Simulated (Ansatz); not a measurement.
Basis-set extrapolation for FH$_{6}$NOSi$_{2}$, SMILES `N[SiH2][SiH](O)F` (PBE0-D4/def2-TZVP geometry, frozen core, Ansatz). Multiplicity 1, RHF reference.

```tsv
	def2-TZVPP	def2-QZVPP
HF	-810.384158	-810.414061
MP2 correlation	-0.949343	-1.028810
CCSD(T) correlation	-1.021202	not run
```

Energies in hartree. Use E(X) = E(∞) + A·exp(−7.88·√X) for Hartree–Fock and E(X) = E(∞) + B·X^(−2.97) for correlation, with X = 3 and 4, and add CCSD(T) minus MP2 of the smaller set to the MP2 limit.

Task: What is the CCSD(T) energy at the basis-set limit?

Result: HF limit: -810.414061 + (-0.029903) × 0.13774 = -810.41818. MP2 limit: -1.028810 + (-0.079467) × 0.74074 = -1.08767. Higher-order term: -1.021202 − (-0.949343) = -0.07186. Total: -811.57771 hartree, 4.69 eV below CCSD(T)/def2-TZVPP.
